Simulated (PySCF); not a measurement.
PySCF job for InH2, SMILES [InH2], multiplicity 2, TDA-M06-2X/def2-TZVPD. Geometry optimised at B3LYP-D3(BJ)/def2-TZVPD. The def2 effective core potentials stand for the cores of In; spin–orbit coupling is left out.

```python
import numpy as np
from pyscf import gto, scf, dft, tdscf

mol = gto.M(
    atom='''
    In    0.00000000   -0.00000000    0.03475003
    H     0.00000000    1.53579269   -0.85137565
    H     0.00000000   -1.53579268   -0.85137565
    ''',
    basis='def2-TZVPD',
    ecp={'In': 'def2-tzvp'},
    charge=0,
    spin=1,
    max_memory=1600,
    verbose=4,
)
mf = dft.UKS(mol, xc='m06-2x').density_fit(auxbasis='def2-universal-jkfit')
mf.grids.level = 4
mf.conv_tol = 1e-9
mf.max_cycle = 100
mf.kernel()
fine, coarse = mf.grids, dft.Grids(mol).set(level=1).build(with_non0tab=True)
for _ in range(3):  # follow internal instabilities
    mf.grids = coarse
    mo, _, stable, _ = mf.stability(return_status=True, nroots=4)
    mf.grids = fine
    if stable:
        break
    mf.kernel(mf.make_rdm1(mo, mf.mo_occ))
mf.grids = dft.Grids(mol).set(level=2).build(with_non0tab=True)  # coarser grid for the response kernel
td = tdscf.TDA(mf)
td.nstates = 10
td.conv_tol = 1e-4
td.positive_eig_threshold = 1e-6
td.kernel(x0=td.get_init_guess(mf, 15))
td.analyze(verbose=3)
```

Program output:

```
PySCF version 2.14.0

[INPUT] verbose = 4
[INPUT] num. atoms = 3
[INPUT] num. electrons = 23
[INPUT] charge = 0
[INPUT] spin (= nelec alpha-beta = 2S) = 1
[INPUT] symmetry False subgroup None
[INPUT] Mole.unit = angstrom
[INPUT] Symbol           X                Y                Z      unit          X                Y                Z       unit  Magmom
[INPUT]  1 In     0.000000000000   0.000000000000   0.034750030000 AA    0.000000000000   0.000000000000   0.065668039520 Bohr   0.0
[INPUT]  2 H      0.000000000000   1.535792690000  -0.851375650000 AA    0.000000000000   2.902227568209  -1.608866807624 Bohr   0.0
[INPUT]  3 H      0.000000000000  -1.535792680000  -0.851375650000 AA    0.000000000000  -2.902227549312  -1.608866807624 Bohr   0.0

nuclear repulsion = 12.7070866426159
number of shells = 28
number of NR pGTOs = 119
number of NR cGTOs = 74
basis = def2-TZVPD
ecp = {'In': 'def2-tzvp'}


[settings echo left out]
init E= -158.28703380806
  alpha nocc = 12  HOMO = -0.519297595065313  LUMO = -0.429153076400606
  beta  nocc = 11  HOMO = -0.667414936291172  LUMO = -0.519297595065313

WARN: HOMO -0.519297595065313 >= LUMO -0.519297595065313

cycle= 1 E= -190.637238078892  delta_E= -32.4  |g|= 1.23  |ddm|= 32.2
  alpha nocc = 12  HOMO = -0.118858355497538  LUMO = 0.00289491858812507
  beta  nocc = 11  HOMO = -0.225104608389257  LUMO = -0.0182936259440369
  HOMO = -0.118858355498  LUMO = -0.018293625944  gap/eV = 2.73651
cycle= 2 E= -190.773111283737  delta_E= -0.136  |g|= 1.24  |ddm|= 4.81
  alpha nocc = 12  HOMO = -0.217828564679546  LUMO = -0.0423119903991607
  beta  nocc = 11  HOMO = -0.304979240846541  LUMO = -0.0747172979733541
  HOMO = -0.21782856468  LUMO = -0.0747172979734  gap/eV = 3.89426
cycle= 3 E= -191.195185684356  delta_E= -0.422  |g|= 0.0292  |ddm|= 1.43
  alpha nocc = 12  HOMO = -0.235106041985753  LUMO = -0.0563278611144353
  beta  nocc = 11  HOMO = -0.319322520207928  LUMO = -0.0942020323860007
  HOMO = -0.235106041986  LUMO = -0.094202032386  gap/eV = 3.83419
cycle= 4 E= -191.195981113041  delta_E= -0.000795  |g|= 0.00555  |ddm|= 0.16
  alpha nocc = 12  HOMO = -0.236255910408123  LUMO = -0.0579302995121216
  beta  nocc = 11  HOMO = -0.321569963223498  LUMO = -0.0969479718328987
  HOMO = -0.236255910408  LUMO = -0.0969479718329  gap/eV = 3.79076
cycle= 5 E= -191.196022908836  delta_E= -4.18e-05  |g|= 0.00182  |ddm|= 0.0299
  alpha nocc = 12  HOMO = -0.236055256985769  LUMO = -0.058271592848393
  beta  nocc = 11  HOMO = -0.322083135948609  LUMO = -0.0977566546215183
  HOMO = -0.236055256986  LUMO = -0.0977566546215  gap/eV = 3.76330
cycle= 6 E= -191.196027331728  delta_E= -4.42e-06  |g|= 0.00073  |ddm|= 0.009
  alpha nocc = 12  HOMO = -0.236023430400055  LUMO = -0.0583722136936569
  beta  nocc = 11  HOMO = -0.32212552206903  LUMO = -0.0980795361572628
  HOMO = -0.2360234304  LUMO = -0.0980795361573  gap/eV = 3.75364
cycle= 7 E= -191.196027979542  delta_E= -6.48e-07  |g|= 0.000207  |ddm|= 0.00263
  alpha nocc = 12  HOMO = -0.23601945989438  LUMO = -0.0583864303466104
  beta  nocc = 11  HOMO = -0.32225100499313  LUMO = -0.0979941546314604
  HOMO = -0.236019459894  LUMO = -0.0979941546315  gap/eV = 3.75586
cycle= 8 E= -191.196028083763  delta_E= -1.04e-07  |g|= 7.97e-05  |ddm|= 0.000892
  alpha nocc = 12  HOMO = -0.236017820352099  LUMO = -0.0584056185230297
  beta  nocc = 11  HOMO = -0.322278014454064  LUMO = -0.0980776357701858
  HOMO = -0.236017820352  LUMO = -0.0980776357702  gap/eV = 3.75354
cycle= 9 E= -191.196028100761  delta_E= -1.7e-08  |g|= 2.33e-05  |ddm|= 0.00056
  alpha nocc = 12  HOMO = -0.236015113174796  LUMO = -0.0584002531326835
  beta  nocc = 11  HOMO = -0.322282073755087  LUMO = -0.098055319985801
  HOMO = -0.236015113175  LUMO = -0.0980553199858  gap/eV = 3.75408
cycle= 10 E= -191.196028101955  delta_E= -1.19e-09  |g|= 3.75e-06  |ddm|= 0.000151
  alpha nocc = 12  HOMO = -0.236015759175297  LUMO = -0.0584010905570604
  beta  nocc = 11  HOMO = -0.322282060813101  LUMO = -0.0980591713046906
  HOMO = -0.236015759175  LUMO = -0.0980591713047  gap/eV = 3.75399
cycle= 11 E= -191.19602810198  delta_E= -2.57e-11  |g|= 1.12e-06  |ddm|= 2.74e-05
  alpha nocc = 12  HOMO = -0.236015776512787  LUMO = -0.0584009924990267
  beta  nocc = 11  HOMO = -0.32228171481679  LUMO = -0.0980593360256128
  HOMO = -0.236015776513  LUMO = -0.0980593360256  gap/eV = 3.75399
Extra cycle  E= -191.196028101982  delta_E= -1.79e-12  |g|= 5.67e-07  |ddm|= 5.27e-06
converged SCF energy = -191.196028101982  <S^2> = 0.75494018  2S+1 = 2.0049341
tot grids = 13032
uhf_internal: lowest eigs of H = [0.12782675 0.2444003  0.30064077 0.33017009]
<class 'pyscf.df.df_jk.DFUKS'> wavefunction is stable in the internal stability analysis
tot grids = 24792
Overwritten attributes  positive_eig_threshold  of <class 'pyscf.tdscf.uks.TDA'>


******** <class 'pyscf.tdscf.uks.TDA'> for <class 'pyscf.df.df_jk.DFUKS'> ********
nstates = 10
deg_eia_thresh = 1.000e-03
wfnsym = None
conv_tol = 0.0001
eigh lindep = 1e-12
eigh level_shift = 0
eigh max_cycle = 100


Excitation energies (eV)
[1.80794475 3.40139712 4.10678243 4.5499608  4.83429567 4.96301391
 5.13393284 5.91429529 5.99784319 6.01002122]

** Excitation energies and oscillator strengths **
Excited State   1:      1.80794 eV    685.77 nm  f=0.0136
Excited State   2:      3.40140 eV    364.51 nm  f=0.0125
Excited State   3:      4.10678 eV    301.90 nm  f=0.0000
Excited State   4:      4.54996 eV    272.50 nm  f=0.0687
Excited State   5:      4.83430 eV    256.47 nm  f=0.0000
Excited State   6:      4.96301 eV    249.82 nm  f=0.0206
Excited State   7:      5.13393 eV    241.50 nm  f=0.1229
Excited State   8:      5.91430 eV    209.63 nm  f=0.0000
Excited State   9:      5.99784 eV    206.71 nm  f=0.1069
Excited State  10:      6.01002 eV    206.30 nm  f=0.0932
```

The run converged.

Cost: about 70 core-seconds (a rough figure).
